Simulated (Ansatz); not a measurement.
`C=NB(F)Br` + `N=C(N)F` → `NB(F)Br` + `C=NC(=N)F`  (formal exchange of groups at a B–N bond)

Gas-phase electronic energies from Ansatz, PBE0-D4/def2-TZVP geometries. CBS: MP2 limit from def2 TZ/QZ plus the TZ coupled-cluster correction, frozen cores. Functionals use def2-TZVPP. For Br outer-core shells are correlated without core-valence functions, which leaves a few kJ/mol of doubt a bond. Scalar relativity is left out up to krypton. Each species was taken in one conformer, which may not be the lowest.

Q: Is it downhill or uphill in electronic energy at CCSD(T)/CBS, and by how much? (An estimate is asked.)

A: Ansatz gave: Downhill: ΔE = -33.7 kJ/mol.

Q: What do these levels give: BLYP-D4, PBE, r2SCANh, RPA@PBE/def2-TZVPP, CCSD/def2-TZVPP, SCS-MP2/def2-QZVPP? (Best estimate.)

A: The calculation gave: BLYP-D4 -18.4, PBE -18.2, r2SCANh -23.1, RPA@PBE/def2-TZVPP -35.9, CCSD/def2-TZVPP -34.1, SCS-MP2/def2-QZVPP -30.5 kJ/mol.

Largest T1 diagnostic among the species: 0.014.

From BLYP to BHLYP (50 % exact exchange), in def2-TZVPP and without D4, ΔE moves by −8.5 kJ/mol. Leaving LDA and LC-ωPBE aside and taking each functional with its dispersion term where it has one, the values, not all of them listed here, spread over 9.3 kJ/mol, from PBE-QIDH to BLYP-D4.
